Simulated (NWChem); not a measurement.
# P₂H cation; SMILES P#[PH+]

```xyz
3

P      0.0000     0.0000     1.0404
P      0.0000     0.0000    -0.8584
H      0.0000     0.0000    -2.2951
```
Atoms are numbered in this order, from 1.

Level: PBE-D3(BJ)/def2-SVP (NWChem), optimised geometry, unscaled harmonic frequencies. 

| frequency (cm⁻¹) | IR intensity (km/mol) |
|---|---|
| 134 | 71.8 |
| 134 | 71.8 |
| 784 | 7.0 |
| 2340 | 161.8 |

| Item | Result |
|---|---|
| zero-point energy | 4.8 kcal/mol |
| thermal correction to the enthalpy at 298.15 K (with zero-point energy) | 7.8 kcal/mol |
| heat capacity Cv | 9.5 cal/(mol K) |
| entropy at 298.15 K and 1 atm (symmetry number 1) | 59.5 cal/(mol K) |

Rigid rotor and harmonic oscillator.
